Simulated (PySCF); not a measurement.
C₄H₁₆Al₂N₂, SMILES [NH2+]1[Al-]([CH3])([CH3])[NH2+][Al-]1([CH3])[CH3].

The structure is a stationary point at r2SCAN-D4/def2-SVP.

Computed with r2SCAN-D4/def2-SVP run with PySCF.

Frequencies are harmonic and unscaled.

Give all harmonic wavenumbers and intensities. (The exact figures need the calculation; the answer reports its results.)


| mode | ν (cm⁻¹) | IR (km/mol) | moving atoms (share of kinetic energy) |
|---|---|---|---|
| 1 | 34 | 2.7 | C 58 %, H 29 %, N 13 % |
| 2 | 91 | 0.0 | C 66 %, H 34 % |
| 3 | 110 | 0.0 | H 100 % |
| 4 | 111 | 0.0 | H 98 % |
| 5 | 115 | 0.3 | H 97 % |
| 6 | 116 | 0.0 | H 98 % |
| 7 | 121 | 0.0 | C 63 %, H 36 % |
| 8 | 124 | 0.0 | C 42 %, Al 34 %, H 24 % |
| 9 | 148 | 7.6 | C 40 %, H 38 %, Al 15 % |
| 10 | 153 | 7.0 | H 40 %, C 29 %, Al 18 %, N 14 % |
| 11 | 180 | 0.0 | Al 40 %, H 35 %, C 14 %, N 11 % |
| 12 | 186 | 0.0 | N 46 %, H 42 %, C 12 % |
| 13 | 222 | 0.0 | H 48 %, N 28 %, C 12 %, Al 12 % |
| 14 | 314 | 0.0 | Al 51 %, C 24 %, H 16 %, N 9 % |
| 15 | 465 | 0.0 | N 60 %, Al 31 %, H 9 % |
| 16 | 488 | 14.4 | N 43 %, C 26 %, H 23 % |
| 17 | 513 | 0.0 | H 82 %, N 15 % |
| 18 | 522 | 8.2 | N 46 %, H 30 %, Al 19 % |
| 19 | 529 | 0.0 | H 82 %, C 9 %, N 9 % |
| 20 | 548 | 0.0 | N 49 %, C 32 %, H 17 % |
| 21 | 549 | 0.0 | H 85 %, C 15 % |
| 22 | 559 | 0.0 | H 85 %, C 15 % |
| 23 | 576 | 43.8 | C 42 %, H 28 %, Al 25 % |
| 24 | 607 | 0.0 | N 30 %, H 27 %, C 23 %, Al 20 % |
| 25 | 615 | 0.0 | H 43 %, C 36 %, Al 11 %, N 10 % |
| 26 | 628 | 0.0 | H 71 %, C 17 %, N 12 % |
| 27 | 635 | 0.0 | H 76 %, C 19 % |
| 28 | 648 | 0.0 | C 38 %, H 33 %, Al 29 % |
| 29 | 693 | 164.3 | H 66 %, C 22 %, Al 12 % |
| 30 | 727 | 259.7 | H 49 %, Al 25 %, C 18 % |
| 31 | 729 | 0.0 | H 52 %, Al 26 %, C 22 % |
| 32 | 764 | 0.0 | H 95 % |
| 33 | 767 | 332.6 | Al 39 %, H 34 %, C 14 %, N 12 % |
| 34 | 809 | 0.0 | H 75 %, N 19 % |
| 35 | 815 | 593.5 | H 71 %, N 24 % |
| 36 | 824 | 0.0 | H 77 %, Al 19 % |
| 37 | 1204 | 0.0 | H 78 %, C 22 % |
| 38 | 1205 | 39.6 | H 80 %, C 20 % |
| 39 | 1207 | 113.6 | H 78 %, C 22 % |
| 40 | 1207 | 0.0 | H 80 %, C 20 % |
| 41 | 1422 | 0.0 | H 95 % |
| 42 | 1425 | 0.0 | H 95 % |
| 43 | 1426 | 0.0 | H 95 % |
| 44 | 1430 | 0.1 | H 95 % |
| 45 | 1430 | 0.5 | H 96 % |
| 46 | 1432 | 0.0 | H 96 % |
| 47 | 1433 | 0.0 | H 96 % |
| 48 | 1434 | 5.0 | H 96 % |
| 49 | 1545 | 95.4 | H 91 %, N 9 % |
| 50 | 1556 | 0.0 | H 93 % |
| 51 | 3006 | 0.0 | H 97 % |
| 52 | 3006 | 32.3 | H 97 % |
| 53 | 3007 | 4.1 | H 97 % |
| 54 | 3007 | 0.0 | H 97 % |
| 55 | 3097 | 0.0 | H 91 %, C 9 % |
| 56 | 3098 | 65.0 | H 91 %, C 9 % |
| 57 | 3098 | 13.7 | H 91 %, C 9 % |
| 58 | 3099 | 0.0 | H 91 %, C 9 % |
| 59 | 3103 | 0.0 | H 91 %, C 9 % |
| 60 | 3103 | 0.0 | H 91 %, C 9 % |
| 61 | 3104 | 0.0 | H 91 %, C 9 % |
| 62 | 3104 | 54.7 | H 91 %, C 9 % |
| 63 | 3498 | 0.0 | H 95 % |
| 64 | 3498 | 37.7 | H 95 % |
| 65 | 3575 | 37.9 | H 92 %, N 8 % |
| 66 | 3576 | 0.0 | H 92 %, N 8 % |
